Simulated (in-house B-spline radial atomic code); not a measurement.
**Excitations of Cl15+ by several methods**

Full response, energies in eV; labels give the largest channel, * marks a mixed state, a dash one above the method's threshold, and an imaginary frequency an unstable closed-shell reference. Computed with a B-spline radial code for spherical atoms: linear response of the closed shell 1s2 with each method's own kernel (bare exchange for TDHF, static screening on G0W0 levels for BSE, the adiabatic kernel for functionals); non-relativistic, point nucleus, no spin-orbit coupling, no double excitations, S, P, D and F terms only.

```
           method  1s → 2s 3S  1s → 2s 1S  1s → 2p 3P  α (bohr³)
             TDHF     2749.56     2768.82     2766.53  0.0001174
              PBE     2711.48     2729.55     2731.58  0.0001188
        BHandHLYP           ?           ?           ?          ?
LDA exchange-only           ?           ?           ?          ?
             BP86     2713.94     2731.40     2734.34  0.0001187
             PBE0     2721.32     2739.65     2740.61  0.0001185
```

Problem. What does BHandHLYP give?

Solution. 1s → 2s 3S: 2698.40; 1s → 2s 1S: 2737.80; 1s → 2p 3P: 2725.11; α: 0.0001181 (eV, bohr³).

Problem. What does LDA exchange-only give?

Solution. 1s → 2s 3S: 2702.07; 1s → 2s 1S: 2720.20; 1s → 2p 3P: 2722.21; α: 0.0001197 (eV, bohr³).
